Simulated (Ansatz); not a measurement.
C5H14AlNO, SMILES `C[CH](C)[Al]([OH])[N](C)C`, relaxed with RKS PBE0-D4/def2-TZVP in Ansatz 0.2.0 from a PBE-D4/def2-SVP geometry. The force threshold is 0.005 eV/Å; the program also tests the step.

Total charge 0; spin multiplicity 1.

Start:

```xyz
22

C    -0.947    1.215   -1.826
C    -1.323    1.149   -0.339
C    -2.751    0.599   -0.138
Al   -0.096    0.198    0.890
O    -0.596    0.257    2.541
N     1.401   -0.722    0.465
C     1.943   -0.849   -0.873
C     2.199   -1.420    1.453
H    -1.691    1.809   -2.404
H     0.045    1.683   -1.995
H    -0.920    0.206   -2.291
H    -1.314    2.190    0.063
H    -3.502    1.204   -0.696
H    -2.843   -0.444   -0.513
H    -3.052    0.594    0.929
H    -0.135   -0.145    3.291
H     2.004   -1.916   -1.202
H     2.979   -0.435   -0.949
H     1.317   -0.311   -1.612
H     2.274   -2.515    1.238
H     3.247   -1.033    1.503
H     1.760   -1.314    2.467
```

**Question.** How much energy does the relaxation release, and in how many steps? (Best estimate.)

**Answer.** Computed: 0.09 eV, in 9 steps.

**Question.** Which bonds change most? (Estimate.)

**Answer.** Ansatz gave: Al4–N6 from 1.807 to 1.780 Å; Al4–O5 from 1.726 to 1.703 Å; C7–H18 from 1.119 to 1.100 Å; C7–H17 from 1.119 to 1.100 Å.

**Question.** Give the relaxed structure. (Best estimate.)

**Answer.** The calculation gave: 
```xyz
22

C    -0.926    1.216   -1.799
C    -1.306    1.132   -0.325
C    -2.735    0.602   -0.160
Al   -0.106    0.167    0.895
O    -0.605    0.222    2.522
N     1.380   -0.717    0.472
C     1.897   -0.873   -0.865
C     2.218   -1.375    1.443
H    -1.647    1.827   -2.355
H     0.062    1.658   -1.954
H    -0.921    0.228   -2.272
H    -1.298    2.155    0.080
H    -3.452    1.225   -0.710
H    -2.833   -0.415   -0.553
H    -3.049    0.582    0.887
H    -0.170   -0.200    3.259
H     1.965   -1.934   -1.152
H     2.907   -0.449   -0.963
H     1.257   -0.375   -1.595
H     2.295   -2.455    1.251
H     3.242   -0.973    1.437
H     1.824   -1.249    2.455
```
